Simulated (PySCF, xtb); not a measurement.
Si(F)(SH)3 (FH3S3Si), SMILES F[Si](S)(S)S. The values are those of a single conformer.

Harmonic wavenumbers (cm⁻¹) from GFN2-xTB run with xtb 6.7.1 at its own minimum, in rising order: 64, 70, 75, 126, 127, 162, 203, 204, 395, 560, 562, 704, 729, 730, 792, 2456, 2464, 2466.

Task: What does PySCF with PBE-D3(BJ)/def2-SVP give at its own minimum? (The exact figures need the calculation; the answer reports its results.)

Result: 102, 102, 175, 175, 181, 248, 248, 286, 405, 564, 564, 685, 732, 732, 870, 2599, 2600, 2600. Paired by order, the mean absolute difference is 56 cm⁻¹ and the zero-point energies are 18.4 and 19.8 kcal/mol.
